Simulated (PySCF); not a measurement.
# Computed properties of CrO2Cl, SMILES [O]=[Cr+]([Cl])=[O], charge +1, multiplicity 1

CrO2Cl, SMILES [O]=[Cr+](=[O])[Cl], charge +1, multiplicity 1. Geometry: B3LYP-D3(BJ)/def2-SVP. The spin state was assumed, not searched. The isomer is the one that the SMILES or the coordinates give; other isomers of the formula were not compared. The values are those of a single conformer. All values are computed for the isolated molecule unless a solvent is named; none is compared with measurement here.

**Structure.** The optimised structure has Cs symmetry. All 6 harmonic modes at B3LYP-D3(BJ)/def2-SVP (PySCF) are real, so it is a minimum. With heavy atoms numbered as in [Cr+:1](=[O:2])(=[O:3])[Cl:4], the shortest bond between them is Cr1–O2 at 1.524 Å and the longest Cr1–Cl4 at 2.071 Å.

**Vibrations.** The strongest infrared lines (harmonic, unscaled, degenerate partners summed) lie at 1147 cm⁻¹ (95 km/mol, O 71 %, Cr 29 %), 1162 cm⁻¹ (59 km/mol, O 81 %, Cr 19 %), 522 cm⁻¹ (21 km/mol, Cr 40 %, Cl 36 %, O 24 %). The softest mode is at 243 cm⁻¹ and the zero-point energy is 5.4 kcal/mol.

**Electronic structure.** ωB97X/def2-TZVPD (PySCF) places the frontier levels at -18.30 and -9.90 eV, a gap of 8.40 eV and a mean polarisability of 44.1 bohr³. PBE/def2-TZVPD (PySCF) at the same geometry gives -14.55 and -12.97 eV, so its gap is 6.82 eV narrower. An orbital gap is neither the optical nor the fundamental gap.

**Excitations.** TDDFT-M06-2X/def2-SVPD (PySCF) has S1 at 2.33 eV (531 nm, f = 0.000, dark); the most intense of the 10 singlets computed lies at 3.23 eV (f = 0.01). T1 (TDA) is at 2.10 eV. TDDFT-PBE/def2-SVPD (PySCF) puts S1 at 1.63 eV.
